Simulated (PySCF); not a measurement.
Vertical excitations of a molecule C4H10OSi from TDA-LC-ωPBE/def2-SVPD (PySCF), as energy in eV (oscillator strength): 7.30 (0.002), 7.85 (0.010), 7.93 (0.001), 8.48 (0.001), 8.75 (0.004), 8.90 (0.048). Lowest triplet (TDA): 6.90 eV. Geometry optimised at PBE0-D3(BJ)/def2-SVP. One conformer was computed; it need not be the lowest.

**Question.** Identify the compound among the candidates.
A. CC[C@H]1CO[SiH2]1
B. CC(C)[SiH2]C=O
C. OC[C@H]1CC[SiH2]1
D. C[SiH2]C1COC1

**Answer.** D, C[SiH2]C1COC1
